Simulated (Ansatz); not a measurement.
diboron tetrafluoride (B2F4), SMILES FB(F)B(F)F.

Coordinates come from a PBE0-D3(BJ)/def2-SVP optimisation. The values are those of a single conformer.

Two levels are set side by side: PBE/def2-SVPD (Ansatz, a quantum-chemistry and plane-wave program) and CAM-B3LYP/def2-SVPD (Ansatz). Energy differences of separate SCF runs at the same geometry; the states with an electron removed or added have multiplicity 2 and 2. Differences are taken from unrounded values.

```tsv
quantity	PBE
vertical ionisation energy (eV)	12.25
vertical singlet–triplet gap (eV)	5.83
```

Q: These are the PBE values. What does CAM-B3LYP give? (An estimate is asked for; the answer gives what the named calculation found.)

A: 
```
quantity                           CAM-B3LYP  PBE minus CAM-B3LYP
---------------------------------  ---------  -------------------
vertical ionisation energy (eV)        13.15                -0.90
vertical singlet–triplet gap (eV)       6.55                -0.73
```
